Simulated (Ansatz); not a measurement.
Consider the redistribution: `C[O][W](=[O])(=[O])[Cl]` + `[CH3][In]([F])[Br]` → `[CH3][W](=[O])(=[O])[Cl]` + `C[O][In]([F])[Br]`.

Computed with Ansatz on PBE0-D4/def2-TZVP structures; ΔE is electronic, products minus reactants. CBS: MP2 limit from def2 TZ/QZ plus the TZ coupled-cluster correction, frozen cores. Functionals use def2-TZVPP. B3LYP here is the variant with VWN-RPA as its local correlation; programs differ in this. def2 core potentials past Kr. For Br, In, W outer-core shells are correlated without core-valence functions, which leaves a few kJ/mol of doubt a bond. Scalar relativity is left out up to krypton. One conformer a species, not always the lowest.

| level | ΔE (kJ/mol) | difference from CCSD(T)/CBS |
| --- | --- | --- |
| BLYP-D4 | 110.0 | 11.0 |
| PBE0-D4 | 110.3 | 11.3 |
| B3LYP-D4 | 112.4 | 13.4 |
| CAM-B3LYP-D4 | 113.9 | 14.9 |
| ωB97X-V | 107.9 | 8.9 |
| BLYP | 110.8 | 11.8 |
| CAM-B3LYP | 114.0 | 15.0 |
| LC-ωPBE | 110.1 | 11.1 |
| CCSD/def2-TZVPP | 104.3 | 5.3 |
| CCSD/CBS(def2) | 98.7 | -0.3 |
| CCSD(T)/CBS | 99.0 | 0 |

Largest T1 diagnostic among the species: 0.023, so the coupled-cluster value is less sure than usual.

Leaving LDA and LC-ωPBE aside and taking each functional with its dispersion term where it has one, the values, not all of them listed here, spread over 7.5 kJ/mol, from B97M-V to CAM-B3LYP-D4. LDA lies +7.4 kJ/mol from PBE without D4. At CCSD(T), def2-SVP lies +6.7 kJ/mol from the extrapolated value and def2-TZVPP +5.6 kJ/mol.

CCSD(T)/CBS has its own doubt, a few kJ/mol and more with outer-core shells, so smaller differences from it don't rank the levels.
